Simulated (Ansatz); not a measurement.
## Abstraction of F: CH7FSi2 + C2H2F → CH7Si2 + C2H2F2

Species: CH7FSi2 `F[SiH2]C[SiH3]`, singlet; C2H2F `C=[C]F`, doublet; CH7Si2 `[SiH2]C[SiH3]`, doublet; C2H2F2 (vinylidene fluoride) `C=C(F)F`, singlet. A radical takes F: the energy is the difference in strength between the Si–F bond broken and the C–F bond made.

Shapes, held fixed at every level: PBE0-D4/def2-TZVP. Flexible molecules stand in one conformer, not always the lowest. Programs: Ansatz 0.2.0. Electronic energies: no zero-point or thermal term.

Task: Estimate ΔE of this reaction.

Result: B2PLYP/def2-TZVPP gives ΔE = +103.6 kJ/mol; the levels span +78.1 to +134.3. The median of the levels is +98.4. No measured value is set beside it here. Spin contamination: C2H2F (⟨S²⟩ up to 0.93). Open shells run unrestricted unless RO is named.

| level | kind | ΔE (kJ/mol) |
| --- | --- | --- |
| HF/def2-TZVPP | Hartree–Fock | +134.3 |
| PBE-D4/def2-TZVPP | GGA | +78.1 |
| r2SCAN-D4/def2-TZVPP | meta-GGA | +97.0 |
| PBE0-D4/def2-TZVPP | global hybrid | +83.8 |
| wB97M-V/def2-TZVPP | range-separated hybrid | +98.6 |
| wB97X-V/def2-TZVPP | range-separated hybrid | +98.4 |
| B2PLYP/def2-TZVPP | double hybrid | +103.6 |
